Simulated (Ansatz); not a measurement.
Frontier orbitals of `[CH3][Al]([CH3])[CH2]S`.

The species carries charge 0 and has multiplicity 1. The structure was optimised at the PBE0-D4/def2-TZVP level. It is one conformer, not always the lowest. Basis def2-TZVPP, Ansatz 0.2.0.

Orbital energies of one run (eV). Highest occupied ones, from the top: -6.98, -7.70, -8.53, -9.82, -10.78, -10.83, -10.99, -11.05, -11.17, -11.90, -13.11, -18.19, -19.11, -19.35. Empty: 0.15, 0.76, 1.19, 1.33, 2.20, 2.62.

Task: Which functional gave them?
A. LC-ωPBE
B. B97M-V
C. r2SCAN
D. r2SCAN0

Result: D. HOMO energies: r2SCAN0 -6.98, r2SCAN -5.88, LC-ωPBE -9.49, B97M-V -5.94 eV.

LC-ωPBE has ω = 0.4 bohr⁻¹.
